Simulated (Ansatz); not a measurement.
Q: Predict a relaxed structure of (HZn-mu-Cl)2 (Zn₂H₂Cl₂), charge 0, singlet, at PBE-D4/def2-SVP (Ansatz).

A: 
Cartesian coordinates in Å:
```
Cl -1.145 -1.236 -0.019
Cl 1.142 1.239 0.020
Zn -0.280 0.284 -1.580
Zn 0.279 -0.283 1.580
H -0.542 0.550 -3.075
H 0.546 -0.553 3.073
```
Point group D2h (tolerance 0.1 Å). This is one stationary point.
